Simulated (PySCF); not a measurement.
# Electron correlation in W³⁹⁺ (tungsten, charge +39)

Starting occupation: [Ar] 3d10 4s2 4p5, 4p1/2 with m_j = +1/2, 4p3/2 with m_j = -3/2, -1/2, +1/2, +3/2. Computed with PySCF 2.14 in an even-tempered Gaussian basis (16 s from 4.6 bohr⁻², ratio 2.8; 14 p from 5.9 bohr⁻², ratio 2.8; 8 d from 11 bohr⁻², ratio 2.8; 4 f from 29 bohr⁻², ratio 3), with X2C-1e with screened-nucleus spin-orbit coupling, Gaussian nucleus. Frozen: [Ne]; 25 electrons correlated; the 78 highest virtual spinors left out.

MP2 pair energies summed by pair of shells (mhartree):

```
       pair   energy  share (%)
3d3/2-3d5/2  -182.18       17.4
3d5/2-3d5/2  -128.50       12.3
4p3/2-4p3/2   -98.89        9.5
3d5/2-4p3/2   -68.08        6.5
3d3/2-3d3/2   -56.03        5.4
3d5/2-3p3/2   -50.44        4.8
3d3/2-4p3/2   -44.62        4.3
4p1/2-4p3/2   -44.59        4.3
4p3/2-4s1/2   -35.13        3.4
3d3/2-3p3/2   -34.54        3.3
3d5/2-3p1/2   -27.90        2.7
3d5/2-4s1/2   -23.85        2.3
3d5/2-3s1/2   -19.72        1.9
3p1/2-3p3/2   -19.66        1.9
3d5/2-4p1/2   -19.61        1.9
3p3/2-3p3/2   -19.22        1.8
3p3/2-4p3/2   -19.12        1.8
3d3/2-3p1/2   -18.40        1.8
3d3/2-4s1/2   -16.09        1.5
4p1/2-4s1/2   -14.26        1.4
3d3/2-3s1/2   -13.53        1.3
3d3/2-4p1/2   -12.61        1.2
3p3/2-4s1/2   -10.58        1.0
3p1/2-4p3/2   -10.03        1.0
3p3/2-3s1/2    -9.59        0.9
4s1/2-4s1/2    -9.40        0.9
3p3/2-4p1/2    -5.70        0.5
3p1/2-3s1/2    -5.58        0.5
3p1/2-3p1/2    -5.44        0.5
3s1/2-4p3/2    -5.41        0.5
```

Total MP2 correlation energy: -1044.1 mhartree.

At this charge the one-electron X2C treatment keeps the bare 1/r₁₂, with no two-electron picture change or Breit term. The effect here is smaller than on the frozen 1s shell.
